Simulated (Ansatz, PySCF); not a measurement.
Spin states of H2O2Zr (SMILES [OH][Zr][OH]), each relaxed with B3LYP-D3(BJ)/def2-TZVP.
State 1 (charge 0, multiplicity 3):
```xyz
5

Zr     0.002    -0.524    -0.098
O      1.354     0.159    -1.330
H      1.944     0.718    -1.832
O     -1.371    -0.332     1.277
H     -1.983     0.009     1.926
```
State 2 (charge 0, multiplicity 1):
```xyz
5

Zr    -0.037    -0.986    -0.239
O      1.291     0.082    -1.082
H      1.750     0.903    -1.260
O     -1.319    -0.326     1.000
H     -1.739     0.357     1.523
```

Singlets are restricted, other states unrestricted; no spin–orbit coupling, no relativity up to Kr; see below for the cores. The largest T1 diagnostic is 0.021.

Correlated levels freeze the inner cores; with def2 sets outer-core shells near the valence are correlated too.

Codes used: Ansatz (Gaussian basis) for Hartree–Fock, density functionals and correlated methods; PySCF for the dispersion terms.  In def2 rows elements past Kr take small-core potentials, without spin–orbit coupling.

```json
[
 {"level": "PBE-D4/def2-TZVPP", "energy of the multiplicity-1 state less that of the multiplicity-3 state (kcal/mol)": "2.71"},
 {"level": "r2SCAN/def2-TZVPP", "energy of the multiplicity-1 state less that of the multiplicity-3 state (kcal/mol)": "11.27"},
 {"level": "B3LYP/def2-TZVPP", "energy of the multiplicity-1 state less that of the multiplicity-3 state (kcal/mol)": "3.78"},
 {"level": "B3LYP-D3(BJ)/def2-TZVPP", "energy of the multiplicity-1 state less that of the multiplicity-3 state (kcal/mol)": "___"},
 {"level": "PBE0/def2-TZVPP", "energy of the multiplicity-1 state less that of the multiplicity-3 state (kcal/mol)": "___"},
 {"level": "CAM-B3LYP-D3(BJ)/def2-TZVPP", "energy of the multiplicity-1 state less that of the multiplicity-3 state (kcal/mol)": "4.47"},
 {"level": "CAM-B3LYP-D4/def2-TZVPP", "energy of the multiplicity-1 state less that of the multiplicity-3 state (kcal/mol)": "4.44"},
 {"level": "B2PLYP-D3(BJ)/def2-TZVPP", "energy of the multiplicity-1 state less that of the multiplicity-3 state (kcal/mol)": "2.20"},
 {"level": "B2PLYP-D4/def2-TZVPP", "energy of the multiplicity-1 state less that of the multiplicity-3 state (kcal/mol)": "2.18"}
]
```

### Question
What belongs in the gaps?

### Answer

- B3LYP-D3(BJ)/def2-TZVPP, energy of the multiplicity-1 state less that of the multiplicity-3 state (kcal/mol): 3.68
- PBE0/def2-TZVPP, energy of the multiplicity-1 state less that of the multiplicity-3 state (kcal/mol): 7.01

Doubts at one or more of the structures used: a restricted determinant that unrestricted orbitals would lower (B2PLYP-D3(BJ)/def2-TZVPP, B2PLYP-D4/def2-TZVPP).

Ansatz is an electronic-structure program.
